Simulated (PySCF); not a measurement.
C₂H₆OSeSi.
Structure used (PBE0-D3(BJ)/def2-SVP), in Å, numbered top down from 1:
```xyz
11
C2H6OSeSi angstrom
C     -1.6277    0.1729   -0.5003
C     -0.1517   -0.1115   -0.4778
O      0.4036   -0.6871   -1.3855
Si     0.8803    0.4836    1.0775
Se     2.9966   -0.1579    0.6038
H     -1.7975    1.2600   -0.4338
H     -2.1103   -0.2789    0.3817
H     -2.0772   -0.2228   -1.4216
H      0.7141    1.9626    1.2226
H      0.3074   -0.1510    2.3045
H      2.4194   -0.7111   -0.6466
```

Computed, not measured: PySCF 2.14.0, PBE0-D3(BJ)/def2-SVP geometry optimisation, gas phase.

Masses are those of the commonest isotopes; rigid-rotor values at the optimised geometry. The values belong to one conformer with, in the numbering `[CH3:1][C:2](=[O:3])[SiH2:4][SeH:5]`, C1–C2–Si4–Se5 -179°, C2–Si4–Se5–H -1°.

Q: What are A, B and C (GHz)?

A: Ia = 84.65, Ib = 433.64, Ic = 509.28 u·Å²; 505379 MHz·u·Å²/I gives 5971, 1165 and 992.3 MHz, that is A = 5.9706, B = 1.1654, C = 0.9923 GHz.

Q: Classify the top.

A: A near-prolate asymmetric top. Ray's parameter κ = (2B − A − C)/(A − C) = -0.930; −1 is the prolate and +1 the oblate limit.

Q: What does the inertial defect say?

A: Not planar: Δ = Ic − Ia − Ib = -9.01 u·Å². For a rigid frame Δ = −2 Σ m c², so Σ m c² = 4.51 u·Å² lies off the ab plane, practically all of it from hydrogen. The atom farthest from that plane is 1.21 Å away.

Q: Give the other two planar moments, Paa and Pbb, and the rms extents of the mass along the axes.

A: Paa = Σ m a² = (Ib + Ic − Ia)/2 = 429.14 and Pbb = Σ m b² = (Ia + Ic − Ib)/2 = 80.14 u·Å². With the mass M = 153.94 u, the rms extents √(P/M) along a, b and c are 1.67, 0.72, 0.17 Å.

Q: List the rotational levels J(Ka,Kc) to J = 3 (cm⁻¹).

A: Above 0(0,0):
J = 1: 1(0,1) 0.0720, 1(1,1) 0.2323, 1(1,0) 0.2380
J = 2: 2(0,2) 0.2158, 2(1,2) 0.3704, 2(1,1) 0.3878, 2(2,1) 0.8686, 2(2,0) 0.8688
J = 3: 3(0,3) 0.4311, 3(1,3) 0.5776, 3(1,2) 0.6122, 3(2,2) 1.0845, 3(2,1) 1.0853, 3(3,1) 1.9005, 3(3,0) 1.9005
The levels of one J sum to (2J + 1)J(J + 1)(A + B + C)/3.

Q: Which lines would a microwave search look for?

A: The dipole components are |μa| = 2.38 D, |μb| = 1.68 D, |μc| = 0.00 D; the mirror of this Cs structure is the ab plane, so μc vanishes by symmetry and there are no c-type lines. Intensities carry the squares of the components, which stand as 1.00 : 0.50 (a : b). Some lines, for components of 0.1 D or more:

| type | branch | J(Ka,Kc) | MHz | lower level (cm⁻¹) |
| --- | --- | --- | --- | --- |
| a | Q | 3(1,2) ← 3(1,3) | 1038 | 0.578 |
| a | Q | 4(1,3) ← 4(1,4) | 1730 | 0.854 |
| b | R | 3(0,3) ← 2(1,2) | 1818 | 0.370 |
| a | R | 2(1,2) ← 1(1,1) | 4142 | 0.232 |
| b | R | 4(0,4) ← 3(1,3) | 4193 | 0.578 |
| a | R | 2(0,2) ← 1(0,1) | 4311 | 0.072 |
| a | R | 2(1,1) ← 1(1,0) | 4489 | 0.238 |
| b | Q | 1(1,0) ← 1(0,1) | 4978 | 0.072 |
| b | Q | 2(1,1) ← 2(0,2) | 5156 | 0.216 |
| b | Q | 3(1,2) ← 3(0,3) | 5431 | 0.431 |
| a | R | 3(2,2) ← 2(2,1) | 6473 | 0.869 |
| a | R | 4(1,4) ← 3(1,3) | 8276 | 0.578 |
| b | Q | 3(2,1) ← 3(1,2) | 14182 | 0.612 |
| b | Q | 2(2,1) ← 2(1,2) | 14935 | 0.370 |
| b | Q | 3(2,2) ← 3(1,3) | 15197 | 0.578 |
| b | R | 2(2,1) ← 1(1,0) | 18904 | 0.238 |
| b | R | 3(2,2) ← 2(1,1) | 20889 | 0.388 |
| b | R | 3(2,1) ← 2(1,2) | 21431 | 0.370 |
| b | R | 4(2,2) ← 3(1,3) | 23893 | 0.578 |
| b | Q | 4(3,1) ← 4(2,2) | 24406 | 1.375 |
| b | Q | 4(3,2) ← 4(2,3) | 24474 | 1.372 |
| b | R | 4(3,1) ← 3(2,2) | 33102 | 1.085 |
| b | R | 4(4,0) ← 3(3,1) | 42873 | 1.900 |

Q: Estimate the classical rotational partition function at 50 K, 100 K and 500 K.

A: Point group Cs, symmetry number σ = 1; q = (√π/σ)·√((kT/h)³/(ABC)), k/h = 20836.6 MHz/K: 22700 at 50 K, 64200 at 100 K, 717000 at 500 K.

No PBE0-D3(BJ)/def2-SVP frequencies stand behind this structure, so it isn't proved a minimum. No vibrational averaging or centrifugal distortion is included, and the geometry carries the error of its method. A rigid rotor knows nothing of internal rotation, which can split or shift real lines.
